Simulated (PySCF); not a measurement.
C3H10OSi, charge -1, doublet, at a GFN2-xTB geometry (a state made from the parent by changing its charge; the spin is typed, not shown lowest) (in this run its highest filled SCF level lies above zero, so its values depend strongly on the basis, on diffuse functions most of all); SVWN5/3-21G in PySCF.

Input for PySCF:
```python
from pyscf import gto, scf, dft

mol = gto.M(
    atom='''
C     0.25810500    1.61005659   -1.27897079
Si   -0.12363230   -0.09155022   -0.29900619
C    -0.73203227   -1.88819897    0.47322274
C     1.69252362   -0.29976757    0.36371436
O    -1.09534832    0.79712445    0.79603221
H     0.96028164    1.45565335   -2.09936028
H     0.69243198    2.35867756   -0.61303408
H    -0.64626722    2.04413102   -1.70290150
H    -0.51617590   -1.96135055    1.54630561
H    -0.23942836   -2.73445673   -0.00574898
H    -1.80812858   -2.03778082    0.35411092
H     2.42167298    0.09159140   -0.34512197
H     1.84613086    0.23840435    1.30320670
H     1.95014350   -1.34242788    0.54781154
H    -1.47860015    0.25972567    1.48476329
''',
    basis='3-21g',
    charge=-1,
    spin=1,
    verbose=3,
)

mf = dft.UKS(mol)
mf.xc = 'lda,vwn'
mf.kernel()
mf.analyze()
```

Predict the main parts of the log of this PySCF run.


```
converged SCF energy = -479.582859723755  <S^2> = 0.75065659  2S+1 = 2.0006565
**** MO energy ****
                             alpha | beta                alpha | beta
MO #1   energy= -64.4308403648335  | -64.4290598684672  occ= 1 | 1
MO #2   energy= -18.2566766278713  | -18.255916144826   occ= 1 | 1
MO #3   energy= -9.4902763168906   | -9.4873696678573   occ= 1 | 1
MO #4   energy= -9.48716459394073  | -9.48712310290086  occ= 1 | 1
MO #5   energy= -9.47782043344829  | -9.47468075797114  occ= 1 | 1
MO #6   energy= -4.75437114923422  | -4.7521904978727   occ= 1 | 1
MO #7   energy= -3.19904420572853  | -3.1967037464806   occ= 1 | 1
MO #8   energy= -3.19672670481026  | -3.19459654551479  occ= 1 | 1
MO #9   energy= -3.19635433422186  | -3.19295904899687  occ= 1 | 1
MO #10  energy= -0.671491728625453 | -0.669983944170931 occ= 1 | 1
MO #11  energy= -0.428310762819578 | -0.425523463684322 occ= 1 | 1
MO #12  energy= -0.408764434352856 | -0.404691278356518 occ= 1 | 1
MO #13  energy= -0.395714675972828 | -0.392434299232513 occ= 1 | 1
MO #14  energy= -0.254053368888257 | -0.250992397275088 occ= 1 | 1
MO #15  energy= -0.169197798415506 | -0.166889944622588 occ= 1 | 1
MO #16  energy= -0.16681877867266  | -0.161353408348902 occ= 1 | 1
MO #17  energy= -0.160882783138632 | -0.157951687782301 occ= 1 | 1
MO #18  energy= -0.151704506441294 | -0.148013621981773 occ= 1 | 1
MO #19  energy= -0.143197955750887 | -0.139889778140811 occ= 1 | 1
MO #20  energy= -0.13324708812087  | -0.129585913546933 occ= 1 | 1
MO #21  energy= -0.122031491144137 | -0.11883692439021  occ= 1 | 1
MO #22  energy= -0.0749458814153372 | -0.0695035270541955 occ= 1 | 1
MO #23  energy= -0.0456317487027333 | -0.0379800511335251 occ= 1 | 1
MO #24  energy= -0.0230544259101015 | -0.0176512359131906 occ= 1 | 1
MO #25  energy= 0.00870736918504145 | 0.0146166467945896 occ= 1 | 1
MO #26  energy= 0.137713855214916  | 0.16898862591473   occ= 1 | 0
MO #27  energy= 0.244267219126577  | 0.24790237797401   occ= 0 | 0
MO #28  energy= 0.267117604597895  | 0.276086501117929  occ= 0 | 0
MO #29  energy= 0.292132369532322  | 0.296101256709465  occ= 0 | 0
MO #30  energy= 0.305703527730936  | 0.308887758792391  occ= 0 | 0
MO #31  energy= 0.315809600376033  | 0.317899246767906  occ= 0 | 0
MO #32  energy= 0.329402742347524  | 0.333984592413541  occ= 0 | 0
MO #33  energy= 0.334726666878914  | 0.339856423453781  occ= 0 | 0
MO #34  energy= 0.343591846843728  | 0.347237768188711  occ= 0 | 0

To work with the spin densities directly, `use mulliken_meta_spin()` only printing them here.

 ** Mulliken spin pop alpha/beta on meta-lowdin orthogonal AOs **
 ** Mulliken Spin Density (per atom)  **
spin density of  0 C =      0.15008
spin density of  1 Si =      0.62076
spin density of  2 C =      0.15190
spin density of  3 C =     -0.01108
spin density of  4 O =      0.03532
spin density of  5 H =     -0.00376
spin density of  6 H =      0.02444
spin density of  7 H =     -0.00401
spin density of  8 H =      0.02506
spin density of  9 H =     -0.00357
spin density of  10 H =     -0.00388
spin density of  11 H =      0.00116
spin density of  12 H =      0.01774
spin density of  13 H =      0.00082
spin density of  14 H =     -0.00098
 ** Mulliken pop alpha/beta on meta-lowdin orthogonal AOs **
 ** Mulliken atomic charges   ( Nelec_alpha | Nelec_beta ) **
charge of  0C =     -0.56771  (     3.35890      3.20882 )
charge of  1Si =      0.46095  (     7.07991      6.45914 )
charge of  2C =     -0.59044  (     3.37117      3.21927 )
charge of  3C =     -0.58553  (     3.28723      3.29831 )
charge of  4O =     -0.64435  (     4.33983      4.30451 )
charge of  5H =      0.07141  (     0.46242      0.46617 )
charge of  6H =      0.07329  (     0.47558      0.45113 )
charge of  7H =      0.07922  (     0.45838      0.46239 )
charge of  8H =      0.05774  (     0.48366      0.45860 )
charge of  9H =      0.08001  (     0.45821      0.46178 )
charge of  10H =      0.06962  (     0.46325      0.46713 )
charge of  11H =      0.08537  (     0.45790      0.45674 )
charge of  12H =      0.07506  (     0.47134      0.45360 )
charge of  13H =      0.08100  (     0.45991      0.45909 )
charge of  14H =      0.25437  (     0.37233      0.37330 )

WARN: System has nonzero charge -1; the dipole moment is origin-dependent.
Location of origin: [0. 0. 0.]

Dipole moment(X, Y, Z, Debye):  0.14865, -0.50663,  1.94477
```
